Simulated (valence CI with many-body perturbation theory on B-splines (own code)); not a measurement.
W⁺: M1 decay

Method: relativistic CI+MBPT: five valence electrons over a frozen Dirac-Fock core [Xe] 4f14, radial functions for each j: 7 s, 7 p, 8 d, 6 f, 4 g, 1 h, with the one-electron correlation potential Σ1 (screened to all orders), the two-electron term Σ2, the three-electron term Σ3, Breit, model QED; selected single and double excitations, second order for the rest, scaled by the run's own slope (own B-spline code, finite nucleus).

Against 7 measured levels this calculation errs by 252 cm⁻¹ on average and by 945 at most. These come from a selection out of the NIST Handbook of Basic Atomic Spectroscopic Data. Levels without a partner in it may be off by more, other configurations by 1,000 to 4,000 cm⁻¹. Among the levels kept, up to 1600 cm⁻¹ of a level comes from second order outside the variational space, and about a tenth of that is noise between levels of different J, which matters for small intervals. Only levels of the ground parity were solved; by the run's estimate the other parity begins above the list, which can be wrong where configurations are misplaced. 1 measured level below the end of the list, from 8711 cm⁻¹ on, found no clear computed partner, and computed levels of the same name lie up to 12272 cm⁻¹ from them.

Lines 1 to 50 of 95 in falling wavelength, among levels below 3.293 eV, chosen from the decays that carry over 1 % of a level's rate. Wavelengths and rates use the calculated energies, so an error of 300 cm⁻¹ moves a line at 1449 nm by 4.3 % and its rate by three times that or more. Weak lines are less certain than strong ones. Lines between different terms over intervals too small for the method are left out, as are lines whose strength nearly cancels and 4 of this kind that miss the measured wavelength by over 7 %. Branching is blank where the lifetime is uncertain.

Names give the largest LS component (configuration and term), which can be under half, so a name can repeat, a term be missing and a line seem to break the LS rules; names also repeat where a configuration has a term twice. Letters in brackets count levels of one name in rising energy.

| λ vac (nm) | λ from measured levels | Upper | Lower | Type | A (s⁻¹) | Branch % |
| --- | --- | --- | --- | --- | --- | --- |
| 12390 |  | 5d4 6s 4H_11/2 [a] | 5d4 6s 4H_9/2 [a] | M1 | 1.09e-02 | 3.3 |
| 7436 |  | 5d4 6s 4H_9/2 [a] | 5d4 6s 4H_7/2 [a] | M1 | 6.86e-02 | 19.2 |
| 6954 | 6584 | 5d4 6s 6D_3/2 | 5d4 6s 6D_1/2 | M1 | 1.65e-01 | 100.0 |
| 6852 | 6989 | 5d4 6s 6D_9/2 | 5d4 6s 6D_7/2 | M1 | 8.97e-02 | 100.0 |
| 6826 |  | 5d4 6s 4D_3/2 [a] | 5d4 6s 4D_1/2 [a] | M1 | 9.37e-02 | 17.1 |
| 6491 | 6478 | 5d4 6s 6D_7/2 | 5d4 6s 6D_5/2 | M1 | 1.82e-01 | 100.0 |
| 6220 | 6047 | 5d4 6s 6D_5/2 | 5d4 6s 6D_3/2 | M1 | 2.49e-01 | 100.0 |
| 6098 |  | 5d4 6s 4G_5/2 | 5d4 6s 4D_3/2 [a] | M1 | 4.77e-02 | 9.3 |
| 6070 |  | 5d4 6s 4H_9/2 [a] | 5d4 6s 4F_9/2 | M1 | 4.14e-02 | 11.6 |
| 5787 |  | 5d4 6s 4P_3/2 [a] | 5d4 6s 4P_1/2 | M1 | 1.06e-01 | 6.2 |
| 5045 |  | 5d4 6s 4H_7/2 [a] | 5d4 6s 4P_5/2 | M1 | 6.96e-03 |  |
| 4727 | 4737 | 5d3 6s2 4F_7/2 | 5d3 6s2 4F_5/2 | M1 | 2.89e-01 | 15.0 |
| 4074 |  | 5d4 6s 4H_11/2 [a] | 5d4 6s 4F_9/2 | M1 | 1.93e-01 | 58.3 |
| 4040 |  | 5d3 6s2 4F_5/2 | 5d3 6s2 4F_3/2 | M1 | 5.02e-01 | 37.8 |
| 3852 |  | 5d4 6s 4H_7/2 [b] | 5d4 6s 4H_7/2 [a] | M1 | 2.15e-01 | 18.0 |
| 3770 |  | 5d4 6s 4P_5/2 | 5d4 6s 4P_3/2 [a] | M1 | 3.56e-01 | 19.3 |
| 3612 |  | 5d4 6s 4G_5/2 | 5d4 6s 4P_5/2 | M1 | 9.42e-02 | 18.4 |
| 3376 |  | 5d4 6s 4H_7/2 [b] | 5d4 6s 4D_5/2 [a] | M1 | 3.88e-01 | 32.5 |
| 3188 |  | 5d4 6s 4D_7/2 [a] | 5d4 6s 4P_5/2 | M1 | 9.80e-02 |  |
| 2645 |  | 5d4 6s 4D_3/2 [a] | 5d4 6s 4P_3/2 [a] | M1 | 1.26e-01 | 23.0 |
| 2494 |  | 5d5 4G_9/2 [a] | 5d4 6s 4F_9/2 | M1 | 3.87e-02 |  |
| 2475 |  | 5d4 6s 4D_1/2 [a] | 5d3 6s2 4F_3/2 | M1 | 2.25e-02 | 1.0 |
| 2473 |  | 5d4 6s 4D_1/2 [a] | 5d4 6s 4P_1/2 | M1 | 1.01e+00 | 46.6 |
| 2346 |  | 5d4 6s 4P_3/2 [a] | 5d5 6S_5/2 | M1 | 1.47e-01 | 8.5 |
| 2343 |  | 5d4 6s 4D_5/2 [a] | 5d4 6s 4P_3/2 [a] | M1 | 3.51e-02 | 8.9 |
| 2292 |  | 5d4 6s 4H_7/2 [b] | 5d3 6s2 4F_7/2 | M1 | 7.90e-02 | 6.6 |
| 2184 |  | 5d4 6s 4H_7/2 [b] | 5d4 6s 4P_5/2 | M1 | 2.01e-01 | 16.9 |
| 2052 |  | 5d3 6s2 2D_3/2 | 5d4 6s 4D_3/2 [a] | M1 | 3.00e-01 | 4.3 |
| 1985 |  | 5d4 6s 4D_7/2 [a] | 5d3 6s2 4F_5/2 | M1 | 4.76e-02 |  |
| 1845 |  | 5d4 6s 4G_5/2 | 5d4 6s 4P_3/2 [a] | M1 | 1.87e-02 | 3.6 |
| 1827 |  | 5d5 4G_9/2 [a] | 5d3 6s2 4F_7/2 | M1 | 1.09e-02 |  |
| 1817 |  | 5d4 6s 4D_3/2 [a] | 5d3 6s2 4F_3/2 | M1 | 8.74e-02 | 16.0 |
| 1815 |  | 5d4 6s 4D_3/2 [a] | 5d4 6s 4P_1/2 | M1 | 5.87e-03 | 1.1 |
| 1675 |  | 5d3 6s2 4F_3/2 | 5d4 6s 6D_5/2 | M1 | 2.11e-01 | 89.9 |
| 1669 |  | 5d4 6s 4D_5/2 [a] | 5d3 6s2 4F_3/2 | M1 | 5.89e-03 | 1.5 |
| 1578 |  | 5d3 6s2 2D_3/2 | 5d4 6s 4D_1/2 [a] | M1 | 1.02e+00 | 14.5 |
| 1543 |  | 5d4 6s 4H_7/2 [b] | 5d3 6s2 4F_5/2 | M1 | 7.79e-02 | 6.5 |
| 1449 | 1519 | 5d3 6s2 4F_5/2 | 5d4 6s 6D_7/2 | M1 | 1.10e-01 | 8.3 |
| 1446 |  | 5d4 6s 4P_5/2 | 5d5 6S_5/2 | M1 | 1.04e+00 | 56.6 |
| 1400 |  | 5d4 6s 4G_5/2 | 5d3 6s2 4F_3/2 | M1 | 2.73e-02 | 5.3 |
| 1323 | 1376 | 5d3 6s2 4F_7/2 | 5d4 6s 6D_9/2 | M1 | 1.51e-01 | 7.8 |
| 1321 |  | 5d4 6s 4P_1/2 | 5d4 6s 6D_3/2 | M1 | 2.69e+00 | 67.0 |
| 1320 |  | 5d3 6s2 4F_3/2 | 5d4 6s 6D_3/2 | M1 | 5.60e-03 | 2.4 |
| 1300 |  | 5d4 6s 4P_3/2 [a] | 5d4 6s 6D_5/2 | M1 | 1.14e+00 | 66.1 |
| 1266 |  | 5d3 6s2 2D_3/2 | 5d3 6s2 4F_5/2 | M1 | 1.33e+00 | 18.9 |
| 1243 |  | 5d4 6s 4D_3/2 [a] | 5d5 6S_5/2 | M1 | 1.01e-02 | 1.9 |
| 1184 | 1230 | 5d3 6s2 4F_5/2 | 5d4 6s 6D_5/2 | M1 | 2.68e-01 | 20.2 |
| 1172 |  | 5d4 6s 4D_5/2 [a] | 5d5 6S_5/2 | M1 | 1.65e-01 | 42.1 |
| 1156 |  | 5d3 6s2 2D_3/2 | 5d4 6s 4P_3/2 [a] | M1 | 1.58e+00 | 22.5 |
| 1136 |  | 5d4 6s 4P_5/2 | 5d4 6s 6D_7/2 | M1 | 2.37e-01 | 12.9 |
